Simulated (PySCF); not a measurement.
Computed shifts of a molecule C4H10OSi, B3LYP/pcSseg-1 (PySCF), GIAO, gas phase, atoms alike by connectivity averaged where their shifts nearly agree, in ppm (number of nuclei): ¹³C: 79.0 (2), 22.4 (1), -6.6 (1). ²⁹Si: -31.8 (1). ¹H: 5.21 (1), 5.19 (1), 4.91 (1), 4.89 (1), 4.52 (1), 4.30 (1), 2.67 (1), 0.39 (3). References: ¹³C against TMS (σ = 181.3 ppm); ²⁹Si against TMS (σ = 338.7 ppm); ¹⁷O against H2O (σ = 333.8 ppm); ¹H against TMS (σ = 31.68 ppm), references at their B3LYP-D3(BJ)/def2-TZVP geometries, non-relativistic. Geometry optimised at PBE0-D3(BJ)/def2-SVP. One conformer was computed; it need not be the lowest.

### Question
Pick the molecule that these values belong to.
A. CCO/C=C/[SiH3]
B. C[SiH2]C1COC1
C. C=CC[SiH2]OC
D. C[SiH2]C1(O)CC1

### Answer
B, C[SiH2]C1COC1
